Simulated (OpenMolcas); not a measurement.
Computed levels of 5s2 5p in ions with 49 electrons, in cm-1 above 2P* 1/2.

```yaml
Program: OpenMolcas 26.06
Method: RASSCF
Basis: ANO-RCC-VQZP
Scalar_Hamiltonian: DKH2, point nucleus
Spin-orbit_coupling: RASSI with atomic mean-field integrals over the reference wave functions, term energies averaged over their components
```

Active space for each ion: 1 electron in 9 orbitals (RAS2 5p; RAS3 5d 6s, at most 1 electron).

```csv
Level,Sb2+,I4+,Xe5+
2P* 3/2,5704,10740,13897
```

Task: Estimate 2P* 3/2 for Te3+ from its neighbours Sb2+ and I4+.

Result: 2P* 3/2 is fine structure, which grows about as the fourth power of a screened charge, so the fourth roots are averaged: ((5704^0.25 + 10740^0.25) / 2)^4 = 7925. The calculation gives 8062, so the estimate is off by -1.7 %; the measured value is 9223 (Moore, Atomic Energy Levels, vol. III, NSRDS-NBS 35 (1971 reprint of NBS Circular 467, 1958)).

With one active electron the reference holds no correlation, so core polarisation is missing. Computed and measured levels are paired by configuration, term and J; levels that our copy of the source lacks, or whose pairing is in doubt (as where it misses far off the trend of its configuration), stay unpaired and out of the deviations. Only configurations of the active space appear.

* marks odd parity.
